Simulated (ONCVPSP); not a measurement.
# What one change does to a pseudopotential (Bi, ONCV)

bismuth, optimised norm-conserving Vanderbilt (ONCV), made with ONCVPSP 4.0.1 (PBE, fully relativistic). Core [Xe] 4f14 5d10, reference 6s2 6p3. Waves: 6s: rc 1.95 bohr, ncon 4, nbas 9, qcut 2.6 1/bohr, 2 projectors, debl 1.2 Ha; 6p: rc 2.60 bohr, ncon 5, nbas 9, qcut 3.4 1/bohr, 1 projector. Local part: polynomial inside 1.50 bohr (lpopt 3, dvloc0 0 Ha). Core correction: none.

Open shells are filled in proportion to 2j + 1.

All-electron outer shells of the reference configuration (PBE, scalar-relativistic, ld1.x):

| shell | level (eV) | outermost node (bohr) | outermost maximum (bohr) |
| --- | --- | --- | --- |
| 5p | -95.86 | 0.48 | 0.86 |
| 5d | -27.08 | 0.51 | 1.03 |
| 6s | -14.48 | 0.98 | 1.88 |
| 6p | -4.57 | 1.14 | 2.44 |

Change: s: debl 2.4.

Cutoffs: the cutoffs (Ha) at which the residual kinetic energy of the hardest occupied pseudo-wave falls to 1 and 0.1 mHa per electron; they do not see the model core or the augmentation charge, which bear on the density cutoff. Errors are all-electron minus pseudo energies relative to the spin-unpolarised reference configuration.

Task: What does the change do?

Result: The potential gets neither clearly harder nor softer (51 Ha and 63 Ha → 51 Ha and 63 Ha); the errors of the 4 common tests hardly move; the range in which the s phases agree narrows (upper end 4.6 → 1.2); neither file shows a bound ghost.

```tsv
quantity	base	changed
cutoff, loose	51 Ha	51 Ha
cutoff, tight	63 Ha	63 Ha
bound ghosts	none	none
GHOST(+) flags under 300 eV	p3/2 at 1.5 eV, p1/2 at 13.7 eV, s at 19.0 eV	p3/2 at 1.5 eV, p1/2 at 13.7 eV, s at 34.5 eV
error for 6s2 6p2, meV [ΔE 8.06 eV]	+23	+23
error for 6s2 6p1, meV [ΔE 23.48 eV]	+194	+192
error for 6s2 6p0, meV [ΔE 47.05 eV]	+80	+78
error for 6s1 6p3, meV [ΔE 18.65 eV]	+148	+147
s: phases at 1.97 bohr within 0.05 rad from the reference energy up to (Ha; the scan ends near 5)	4.6	1.2
p3/2: phases at 2.65 bohr within 0.05 rad from the reference energy up to (Ha; the scan ends near 5)	0.0	0.0
p1/2: phases at 2.65 bohr within 0.05 rad from the reference energy up to (Ha; the scan ends near 5)	0.3	0.3
```
